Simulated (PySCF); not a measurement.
# C5H10F3NSi: full NMR table

```
Formula                               : C5H10F3NSi
SMILES                                : CN(C)[SiH2]CC(F)=C(F)F
Point group of the computed structure : C1
Degrees of unsaturation               : 1
Carbon signals                        : 4
Proton signals                        : 3
```

Molfile (atoms numbered from 1):
```
C5H10F3NSi
     RDKit          3D

 20 19  0  0  0  0  0  0  0  0999 V2000
   -2.2216    1.1650   -0.3195 C   0  0  0  0  0  0  0  0  0  0  0  0
   -1.1252    0.2726   -0.0250 N   0  0  0  0  0  0  0  0  0  0  0  0
   -1.1292   -0.1385    1.3615 C   0  0  0  0  0  0  0  0  0  0  0  0
   -0.3843   -0.6375   -1.2741 Si  0  0  0  0  0  4  0  0  0  0  0  0
    1.3614   -1.1653   -0.6617 C   0  0  0  0  0  0  0  0  0  0  0  0
    2.1511    0.0086   -0.2470 C   0  0  0  0  0  0  0  0  0  0  0  0
    2.5098    0.8479   -1.2411 F   0  0  0  0  0  0  0  0  0  0  0  0
    2.4940    0.3315    0.9936 C   0  0  0  0  0  0  0  0  0  0  0  0
    2.2004   -0.4363    2.0481 F   0  0  0  0  0  0  0  0  0  0  0  0
    3.1638    1.4141    1.3800 F   0  0  0  0  0  0  0  0  0  0  0  0
   -2.1847    2.0253    0.3529 H   0  0  0  0  0  0  0  0  0  0  0  0
   -3.1909    0.6707   -0.1903 H   0  0  0  0  0  0  0  0  0  0  0  0
   -2.1485    1.5163   -1.3446 H   0  0  0  0  0  0  0  0  0  0  0  0
   -2.0615   -0.6514    1.6229 H   0  0  0  0  0  0  0  0  0  0  0  0
   -1.0317    0.7400    2.0049 H   0  0  0  0  0  0  0  0  0  0  0  0
   -0.3001   -0.8089    1.5627 H   0  0  0  0  0  0  0  0  0  0  0  0
   -0.2442    0.2734   -2.4065 H   0  0  0  0  0  0  0  0  0  0  0  0
   -1.0384   -1.8918   -1.6904 H   0  0  0  0  0  0  0  0  0  0  0  0
    1.3103   -1.8764    0.1574 H   0  0  0  0  0  0  0  0  0  0  0  0
    1.8645   -1.6486   -1.4969 H   0  0  0  0  0  0  0  0  0  0  0  0
  1  2  1  0
  2  3  1  0
  2  4  1  0
  4  5  1  0
  5  6  1  0
  6  7  1  0
  6  8  2  3
  8  9  1  0
  8 10  1  0
  1 11  1  0
  1 12  1  0
  1 13  1  0
  3 14  1  0
  3 15  1  0
  3 16  1  0
  4 17  1  0
  4 18  1  0
  5 19  1  0
  5 20  1  0
M  END
```

[PySCF: geometry from GFN2-xTB; shieldings: GIAO PBE0/pcSseg-1; equivalent nuclei averaged; a single conformation; non-relativistic Hamiltonian; in vacuum]

δ = σ(ref) − σ, references computed at the same level: TMS for $^{1}$H (σ = 31.72 ppm) and $^{13}$C (σ = 186.93 ppm) and $^{29}$Si (σ = 349.16 ppm); $^{19}$F (σ = 170.95 ppm) vs CFCl3; NH3 for $^{15}$N (σ = 267.73 ppm).

```tsv
carbon	δC, type	δH (multiplicity)	HMBC from (2–3 bonds)	span of the C tensor (ppm)
C1/C3	41.1, CH3	2.59 (s)	H17/H18, H11/H12/H13/H14/H15/H16	63
C5	15.5, CH2	1.88 (m)	H17/H18	32
C6	137.1, C	–	H17/H18, H19/H20	74
C8	167.2, C	–	H19/H20	98
```

Other nuclei:
```csv
atoms,nucleus,environment,δ (ppm),σ (ppm)
H17/H18,$^{1}$H,"hydrogen on a silicon bonded to C, N",4.82,26.90
F10,$^{19}$F,vinylic fluorine,-108.5,279.4
F9,$^{19}$F,vinylic fluorine,-128.7,299.7
F7,$^{19}$F,vinylic fluorine,-185.6,356.5
Si4,$^{29}$Si,"silicon bonded to C, N, 2 H",-31.0,380.2
N2,$^{15}$N,"nitrogen bonded to 2 C, Si",15.2,252.5
```

Carbon types of the structure: 2 × C, 1 × CH2, 2 × CH3, leaving 2 H on heteroatoms. δC 167.2, 137.1: fully substituted alkene carbon. δC 41.1: methyl carbon bonded to N; deshielded by the electronegative neighbour. δH 4.82: hydrogen on a silicon bonded to C, N. δH 2.59: hydrogen on a methyl carbon bonded to N; its carbon carries N, an electronegative neighbour. δH 1.88: hydrogen on an allylic sp3 CH2 bonded to Si; allylic position.

Splittings by $^{19}$F in the carbon and heteronuclear signals aren't shown, as no couplings were computed. Shifts are as computed. Against solution values, carbons near 30 ppm lie about +3 ppm off and those near 130 ppm about +5 ppm. Of 1309 compounds with measured shifts, 239 miss one by over three times the rms of a fit or turn the order of signals round; such compounds aren't used in these exercises. Unscaled 19F shifts against computed CFCl3 carry errors that often reach 10 to 50 ppm. Experimental scales use liquid or dissolved standards, which lie at an offset from isolated NH3 (liquid NH3: subtract about 20 ppm). Multiplicities follow the n + 1 count of equivalent neighbours, as no J values were calculated; m marks all less simple cases, F and P coupling included.
